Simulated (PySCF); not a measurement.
**Radial density of Ta⁴⁷⁺ (tantalum, charge +47)**

UHF, [Ar] 3d8, high-spin 3F determinant. All numbers are calculated (PySCF 2.14, the spin-free X2C one-electron Hamiltonian (Gaussian nucleus), in an uncontracted even-tempered set (18 s from 10 bohr⁻², ratio 2.5; 13 p from 14 bohr⁻², ratio 2.5; 7 d from 14 bohr⁻², ratio 2.5; 4 f from 55 bohr⁻², ratio 2.7; 3 g from 83 bohr⁻², ratio 2.7)).

```tsv
r (bohr)	4πr²ρ (e/bohr)	4πr²(ρα − ρβ)
0.0181	92.34	0.0125
0.0304	91.46	0.1633
0.0512	127.5	1.3649
0.0861	99.90	6.4067
0.145	96.30	12.2845
0.244	55.81	5.5289
0.410	2.343	0.2167
0.690	0.002803	0.0003
```

Densities and radii are taken from the X2C orbitals without a picture-change correction, which distorts them close to the nucleus.

Spin-orbit coupling is strong in this species (close to jj coupling), so the high-spin LS determinant is a model state, not a physical level.
